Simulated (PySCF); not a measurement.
B(F)(NMe2)(SiH3) (C₂H₉BFNSi), SMILES [SiH3]B(F)N(C)C.

Coordinates come from a ωB97X-D3(BJ)/def2-SVP optimisation. Other conformers were not sampled.

Computed with PBE0/def2-TZVP run with PySCF.

Symmetry labels are those of the subgroup Cs that the program uses (full group Cs).

List the valence orbital energies around the gap with their symmetry. (An estimate is asked for; the answer gives what the named calculation found.)


| orbital | symmetry | energy (eV) |
|---|---|---|
| HOMO−7 | A' | -11.81 |
| HOMO−6 | A" | -11.36 |
| HOMO−5 | A' | -11.07 |
| HOMO−4 | A' | -10.84 |
| HOMO−3 | A" | -9.52 |
| HOMO−2 | A' | -9.42 |
| HOMO−1 | A' | -8.24 |
| HOMO | A" | -7.47 |
| LUMO | A" | -0.23 |
| LUMO+1 | A' | 0.82 |
| LUMO+2 | A' | 1.00 |
| LUMO+3 | A' | 1.69 |
